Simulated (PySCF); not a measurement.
Continuum solvent and chemical shifts

Atom-mapped SMILES (the numbers label the heavy atoms): `[CH2:1]1[CH2:2][CH:3]([CH:4]2[CH2:5][O:6][CH2:7]2)[CH2:8]1`. Hydrogens are named by the atom that carries them. Ha(C5), Ha(C7) are cis to C3 on the ring; Ha(C1), Ha(C2), Ha(C8) are cis to C4 on the ring; Hb(C5), Hb(C7) are trans to C3 on the ring; Hb(C1), Hb(C2), Hb(C8) are trans to C4 on the ring.

GIAO PBE0/pcSseg-1 in PySCF 2.14.0 with density-fitted response routines on one PBE0-D3(BJ)/def2-SVP conformer, non-relativistic, equivalent nuclei averaged. Solvents enter as an IEF-PCM continuum (benzene with ε = 2.3, acetonitrile with ε = 35.7) around the gas-phase geometry. Shifts are referred to TMS computed in the same medium.

In benzene, δ in ppm: C5/C7 78.0, C4 42.9, C3 42.5, C2/C8 28.9, C1 20.3, Hb(C5)/Hb(C7) 4.77, Ha(C5)/Ha(C7) 4.32, H(C4) 2.57, H(C3) 2.52, Hb(C2)/Hb(C8) 1.91, Hb(C1) 1.83, Ha(C1) 1.62, Ha(C2)/Ha(C8) 1.33. Dipole moment 2.32 D.

Q: How does each δ change in the more polar medium?

A: 
```tsv
atoms	environment	Δδ, acetonitrile
C5/C7	sp3 CH2 bonded to O	+1.1
C4	sp3 CH in a ring	+0.3
C3	sp3 CH in a ring	+0.5
C2/C8	sp3 CH2 in a ring	+0.2
C1	sp3 CH2 in a ring	+0.2
Hb(C5)/Hb(C7)	hydrogen on an sp3 CH2 bonded to O	+0.07
Ha(C5)/Ha(C7)	hydrogen on an sp3 CH2 bonded to O	+0.07
H(C4)	hydrogen on an sp3 CH in a ring	+0.14
H(C3)	hydrogen on an sp3 CH in a ring	+0.05
Hb(C2)/Hb(C8)	hydrogen on an sp3 CH2 in a ring	-0.02
Hb(C1)	hydrogen on an sp3 CH2 in a ring	0.00
Ha(C1)	hydrogen on an sp3 CH2 in a ring	-0.02
Ha(C2)/Ha(C8)	hydrogen on an sp3 CH2 in a ring	+0.06
```

Changes are relative to benzene. The dipole moment becomes 2.55 D in acetonitrile.

Q: Which nuclei move most (in ppm), and what does the model miss?

A: C5/C7 (sp3 CH2 bonded to O, +1.1 ppm) in acetonitrile. A continuum only polarises the solute; specific hydrogen bonds, the anisotropy of aromatic solvents and changes of geometry or conformer are outside it.
